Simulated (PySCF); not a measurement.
Molecule: `O=S(CCC)(=O)Cl`, C3H7ClO2S.

Geometry (Å), atoms numbered from 1 in this order:
```xyz
14

C    -3.3935    3.5206   -1.1723
C    -4.1714    2.7956   -2.2590
C    -5.0726    1.6781   -1.7674
S    -6.5451    2.1925   -0.8830
O    -7.3345    1.0185   -0.5844
O    -6.2290    3.1727    0.1342
Cl   -7.5389    3.2189   -2.4322
H    -2.7915    2.8153   -0.5777
H    -4.0641    4.0525   -0.4843
H    -2.7053    4.2529   -1.6182
H    -4.7766    3.5021   -2.8501
H    -3.4740    2.3289   -2.9743
H    -4.5788    1.0223   -1.0299
H    -5.4713    1.0494   -2.5763
```

Geometry PBE0-D3(BJ)/def2-SVP throughout; GIAO in PySCF, gas phase, one conformer, non-relativistic; equivalent atoms averaged; functional PBE0.

For orientation, 6-31G gives these shifts δ (against TMS, CS2, H2O, HCl at the same level): C3 72.9, C2 19.9, C1 12.7, S4 365.6, O5/O6 358.2, Cl7 657.8, H13/H14 3.32, H11/H12 2.16, H8/H9/H10 1.47 ppm.

A run gave: C3 45.8, C2 24.3, C1 18.7, S4 0.9, O5/O6 294.9, Cl7 245.7, H13/H14 2.69, H11/H12 1.75, H8/H9/H10 1.10 ppm (shifts δ (against TMS, CS2, H2O, HCl at the same level)).

Which basis set was used in that run?
A. 6-311+G(2d,p)
B. 6-31G*
C. STO-3G
D. pcSseg-1

Answers

C. S4 tells them apart best: STO-3G gives 0.9, pcSseg-1 gives 375.8, 6-31G* gives 363.4, 6-311+G(2d,p) gives 394.1 ppm.
